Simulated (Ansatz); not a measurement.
Two isomers of CH5FOSi2: A = `FC1([SiH3])O[SiH2]1`, B = `O=C[SiH](F)[SiH3]`.

Computed with Ansatz on PBE0-D4/def2-TZVP structures; ΔE is electronic, products minus reactants. CCSD(T)/CBS is the MP2 limit (def2-TZVPP, def2-QZVPP) plus CCSD(T) − MP2 in def2-TZVPP, frozen cores. DFT in def2-TZVPP. One conformer a species, not always the lowest.

(1) Which isomer does CCSD(T)/CBS put lower? Give the gap. (An estimate is asked.)

(2) Give E(B) − E(A) in kJ/mol with CCSD/def2-TZVPP, ωB97M-V, MP2/def2-TZVPP, CCSD(T)/def2-TZVPP, PBE-D4, HF/def2-TZVPP, r2SCAN-D4. (An estimate is asked.)

Largest T1 diagnostic: 0.015.

Answers

(1) The calculation gave: B, by 173.6 kJ/mol.

(2) The calculation gave: CCSD/def2-TZVPP -179.9, ωB97M-V -162.1, MP2/def2-TZVPP -168.9, CCSD(T)/def2-TZVPP -175.2, PBE-D4 -161.6, HF/def2-TZVPP -206.9, r2SCAN-D4 -161.7. None reverses the order clearly.

From PBE to PBE0 (25 % exact exchange), in def2-TZVPP and without D4, E(B) − E(A) moves by −3.6 kJ/mol. In def2-TZVPP, CCSD(T) changes the Hartree–Fock value by +31.7 kJ/mol (the triples alone add +4.7 kJ/mol) and MP2 by +37.9 kJ/mol.
